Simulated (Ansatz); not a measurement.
`C[Se][Ti]([OH])([F])[Cl]` + H₂Se → `[OH][Ti]([F])([Cl])[SeH]` + `C[SeH]`  (ligand exchange at a Ti–Se bond)

Isolated molecules relaxed with PBE0-D4/def2-TZVP in Ansatz; ΔE leaves out vibrations. CBS: MP2 limit from def2 TZ/QZ plus the TZ coupled-cluster correction, frozen cores. Functionals use def2-TZVPP. B3LYP here is the variant with VWN-RPA as its local correlation; programs differ in this. For Se, Ti outer-core shells are correlated without core-valence functions, which leaves a few kJ/mol of doubt a bond. Scalar relativity is left out up to krypton. Each species was taken in one conformer, which may not be the lowest.

**Question.** Is it downhill or uphill in electronic energy at CCSD(T)/CBS, and by how much? (An estimate is asked.)

**Answer.** The calculation gave: Uphill: ΔE = +1.4 kcal/mol.

**Question.** What do these levels give: r2SCAN-D4, r2SCAN, B3LYP, HF/def2-TZVPP, MP2/def2-QZVPP, SCS-MP2/def2-QZVPP? (Estimate.)

**Answer.** Ansatz gave: r2SCAN-D4 0.9, r2SCAN 0.7, B3LYP -0.1, HF/def2-TZVPP -1.5, MP2/def2-QZVPP 1.7, SCS-MP2/def2-QZVPP 1.1 kcal/mol.

Largest T1 diagnostic among the species: 0.023, so the coupled-cluster value is less sure than usual.

In def2-TZVPP, CCSD(T) changes the Hartree–Fock value by +2.7 kcal/mol (the triples alone add +0.7 kcal/mol) and MP2 by +3.1 kcal/mol. The D4 term adds +1.3 kcal/mol with B3LYP and +0.7 kcal/mol with PBE0; it sums over pairs of atoms, weighted by their polarisabilities, and B3LYP, whose exchange is more repulsive, gets the larger term.
